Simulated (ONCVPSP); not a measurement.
**What one change does to a pseudopotential (Er (Z = 68), ONCV)**

erbium (Er), optimised norm-conserving Vanderbilt (ONCV), made with ONCVPSP 4.0.1 (PBE, scalar-relativistic). Core [Kr] 4d10 4f11, reference 5s2 5p6 5d1 6s2. Waves: 5s+6s: rc 2.15 bohr, ncon 4, nbas 9, qcut 6.3 1/bohr, 3 projectors, debl 0.8 Ha; 5p: rc 2.15 bohr, ncon 4, nbas 7, qcut 7.8 1/bohr, local; 5d: rc 2.65 bohr, ncon 4, nbas 9, qcut 6.1 1/bohr, 2 projectors, debl 2.3 Ha; f scattering state at 0.45 Ha: rc 2.40 bohr, ncon 4, nbas 8, qcut 4.3 1/bohr, 2 projectors, debl 2.2 Ha. Local part: the p channel. Core correction: Teter function, fcfact 3.75, rcfact 1.6.

Change: p: rc 1.78.

Cutoffs: the cutoffs (Ha) at which the residual kinetic energy of the hardest occupied pseudo-wave falls to 1 and 0.1 mHa per electron; they do not see the model core or the augmentation charge, which bear on the density cutoff. Errors are all-electron minus pseudo energies relative to the spin-unpolarised reference configuration.

Predict the effect on cutoff, ghosts and configuration errors.

The potential gets harder (15 Ha and 19 Ha → 20 Ha and 24 Ha); both files keep a bound ghost (f); the errors of the 3 common tests hardly move. A smaller radius makes the pseudo-wave follow the all-electron one further in, where it bends more sharply, so more plane waves are needed.

| quantity | base | changed |
| --- | --- | --- |
| cutoff, loose | 15 Ha | 20 Ha |
| cutoff, tight | 19 Ha | 24 Ha |
| loose cutoff by channel | s 12 Ha, p 15 Ha, d 9.8 Ha | s 12 Ha, p 20 Ha, d 9.8 Ha |
| bound ghosts | f | f |
| GHOST(+) flags under 300 eV | none | none |
| tests counted as reliable (solved cleanly; for ONCVPSP, near-neutral configurations with less than one 5d electron left out) | 3 of 4 | 3 of 4 |
| error for 5s2 5p6 5d1 6s1, meV [ΔE 7.04 eV] | -1.9 | -1.9 |
| error for 5s2 5p6 5d1 6s0, meV [ΔE 19.81 eV] | -6.4 | -6.1 |
| error for 5s2 5p6 5d1 6s1.5, meV [ΔE 2.85 eV] | -0.8 | -0.8 |
| s: phases at 2.18 bohr within 0.05 rad from the reference energy up to (Ha; the scan ends near 5) | to the end of the scan | to the end of the scan |
| d: phases at 2.68 bohr within 0.05 rad from the reference energy up to (Ha; the scan ends near 5) | to the end of the scan | to the end of the scan |
| f: phases at 2.44 bohr within 0.05 rad from the reference energy up to (Ha; the scan ends near 5) | 3.8 | 3.6 |
| rms error of d²Exc/dni dnj with the model core, mHa | 1.42 | 1.49 |

Base: The cutoffs count occupied waves only; projector 2 of the f channel, the hardest unoccupied one, needs 62 Ha at the loose tolerance. Changed file: The cutoffs count occupied waves only; projector 2 of the f channel, the hardest unoccupied one, needs 62 Ha at the loose tolerance. A true bound ghost makes a file unfit for plane-wave use even where its test errors are small: the radial tests pick states by their node count and pass the ghost by.
